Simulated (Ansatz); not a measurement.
System: H3BSO, charge 0, singlet. H3BSO (SMILES OBS).
B3LYP-D3(BJ)/def2-TZVP minimum from Ansatz (a first-principles code):
```xyz
6

B     -0.5089     0.2173    -0.6021
H     -1.2711    -0.2673    -1.3754
O     -0.3431     1.5606    -0.6302
H      0.2814     1.9183     0.0096
S      0.3253    -0.9469     0.5130
H      1.0745    -0.0711     1.2097
```
Charge 0, spin multiplicity 1.

Total energies in cc-pV(D+d)Z, 18 correlated electrons, 7 frozen orbitals. UHF or UKS for unpaired electrons; spin-orbit terms are left out. Correlated methods leave the cores frozen. No relativity.

| method | program | energy (Eh) | minus CCSDT(Q) (mEh) |
|---|---|---|---|
| HF | Ansatz | -498.91323 | 455.55 |
| MP2 | Ansatz | -499.32273 | 46.05 |
| CCSD | Ansatz | -499.35488 | 13.89 |
| CCSD(T) | Ansatz | -499.36687 | 1.91 |
| CCSDT(Q) | Ansatz | -499.36878 | 0.00 |

Rough core times of Ansatz's runs on a shared machine: CCSD(T) under 20 s, CCSDT(Q) 3 min.
